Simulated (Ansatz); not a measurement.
Relaxation of CH₂FNOSi (7 atoms, charge 0, multiplicity 1), to a largest force component of 0.015 eV/Å in at most 40 steps.

All numbers below come from RKS PBE/def2-SVPD (Ansatz).

```xyz
7
Properties=species:S:1:pos:R:3:forces:R:3
N -0.757 0.269 1.048 0.47 0.57 0.54
Si -0.210 -0.509 -0.359 -5.24 -2.53 0.93
F 0.604 -1.744 0.308 1.51 -1.18 0.88
C 1.078 0.286 -1.456 3.38 3.26 -4.52
O 2.188 0.626 -1.317 0.11 -0.65 1.39
H -0.455 -0.016 1.967 0.24 -0.09 0.77
H -1.368 1.064 1.059 -0.48 0.61 0.01
```

**Question.** Where does it end, and by what steps?

**Answer.** It did not converge within its limit. After 39 steps the energy has fallen by 2.151 eV; O5 moved furthest, 1.03 Å. Parted: Si2–C4 (1.87 → 3.33 Å).

```json
{"step": "0", "energy less start (eV)": "0.0000", "largest force component (eV/Å)": "5.237", "accepted": "yes"}
{"step": "2", "energy less start (eV)": "-1.6063", "largest force component (eV/Å)": "5.882", "accepted": "yes"}
{"step": "4", "energy less start (eV)": "-1.9691", "largest force component (eV/Å)": "1.210", "accepted": "yes"}
{"step": "6", "energy less start (eV)": "-2.0524", "largest force component (eV/Å)": "2.059", "accepted": "yes"}
{"step": "8", "energy less start (eV)": "-2.1084", "largest force component (eV/Å)": "1.362", "accepted": "yes"}
{"step": "10", "energy less start (eV)": "-2.1295", "largest force component (eV/Å)": "0.237", "accepted": "yes"}
{"step": "12", "energy less start (eV)": "-2.1338", "largest force component (eV/Å)": "1.326", "accepted": "no"}
{"step": "14", "energy less start (eV)": "-2.1451", "largest force component (eV/Å)": "0.368", "accepted": "yes"}
{"step": "16", "energy less start (eV)": "-2.1467", "largest force component (eV/Å)": "0.395", "accepted": "yes"}
{"step": "18", "energy less start (eV)": "-2.1479", "largest force component (eV/Å)": "0.083", "accepted": "yes"}
{"step": "20", "energy less start (eV)": "-2.1486", "largest force component (eV/Å)": "0.146", "accepted": "yes"}
{"step": "22", "energy less start (eV)": "-2.1489", "largest force component (eV/Å)": "0.054", "accepted": "yes"}
{"step": "24", "energy less start (eV)": "-2.1489", "largest force component (eV/Å)": "0.047", "accepted": "yes"}
{"step": "26", "energy less start (eV)": "-2.1473", "largest force component (eV/Å)": "0.654", "accepted": "no"}
{"step": "28", "energy less start (eV)": "-2.1493", "largest force component (eV/Å)": "0.163", "accepted": "yes"}
{"step": "30", "energy less start (eV)": "-2.1492", "largest force component (eV/Å)": "0.346", "accepted": "no"}
{"step": "32", "energy less start (eV)": "-2.1454", "largest force component (eV/Å)": "0.882", "accepted": "no"}
{"step": "34", "energy less start (eV)": "-2.1498", "largest force component (eV/Å)": "0.262", "accepted": "no"}
{"step": "36", "energy less start (eV)": "-2.1501", "largest force component (eV/Å)": "0.065", "accepted": "yes"}
{"step": "38", "energy less start (eV)": "-2.1503", "largest force component (eV/Å)": "0.213", "accepted": "yes"}
{"step": "39", "energy less start (eV)": "-2.1509", "largest force component (eV/Å)": "0.063", "accepted": "yes"}
```

```xyz
7
Properties=species:S:1:pos:R:3
N -1.071 0.166 1.252
Si -0.760 -0.777 -0.173
F 0.587 -1.615 0.410
C 1.878 0.749 -1.513
O 2.794 0.479 -2.140
H -0.503 0.144 2.103
H -1.845 0.829 1.311
```

Run time: 29 s on 2 threads of AMD EPYC 9R45 96-Core Processor (Zen 5), with other jobs on the host, peak memory 0.2 GiB.
